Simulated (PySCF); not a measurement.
## Peak assignment

Bonds (- single, = double, # triple, : aromatic): C1-C2, C2#C3, C3-Si4, Si4-O5, Si4-O6, Si4-O7, O7-C8, C8-C9. C1 carries H10, H11, H12; O5 carries H13; O6 carries H14; C8 carries H15, H16; C9 carries H17, H18, H19.

PySCF 2.14 calculation with σ from GIAO-KT3/pcSseg-1 and geometry from PBE0-D3(BJ)/def2-SVP; a single conformation, relativity neglected, fast rotation and ring inversion assumed for equivalent nuclei, isolated molecule.

Chemical shifts δ = σref − σ; 13C, 1H vs TMS, all at this level.

Question: Assign these signals to the numbered atoms. 13C{1H} NMR (computed): δ 95.6, 70.8, 61.2, 20.3, 6.8.

Answer: 
| δ (ppm) | atoms | environment | reason |
| --- | --- | --- | --- |
| 95.6 | C2 | alkyne carbon | sp carbons lie upfield of alkene carbons because the cylindrical π system leaves one tensor component strongly shielded |
| 70.8 | C3 | alkyne carbon | – |
| 61.2 | C8 | sp3 CH2 bonded to O | the inductive effect lowers its shielding |
| 20.3 | C9 | methyl carbon | a saturated carbon with 1 carbon neighbour and no heteroatom attached |
| 6.8 | C1 | propargylic methyl carbon | saturated and bonded to C and H only |

Question: Assign these signals to the numbered atoms. 1H NMR (500 MHz, computed): δ 3.91 (q, 2H), 1.96 (s, 3H), 1.53 (br s, 2H), 1.19 (t, 3H).

Answer: 
| δ (ppm) | atoms | environment | reason |
| --- | --- | --- | --- |
| 3.91 | H15/H16 | hydrogen on an sp3 CH2 bonded to O | its carbon carries O, which withdraws density |
| 1.96 | H10/H11/H12 | hydrogen on a propargylic methyl carbon | – |
| 1.53 | H13/H14 | hydrogen on an oxygen bonded to Si | exchangeable, gas-phase position |
| 1.19 | H17/H18/H19 | hydrogen on a methyl carbon | – |

The OH or NH signal is concentration- and solvent-dependent in practice; the value given is the gas-phase one. Shifts are as computed, not scaled to solution data. Of 1309 compounds with measured shifts, 239 miss one by over three times the rms of a fit or turn the order of signals round; such compounds aren't used in these exercises. Multiplicities follow the n + 1 count of equivalent neighbours, as no J values were calculated; m marks all less simple cases, F and P coupling included.
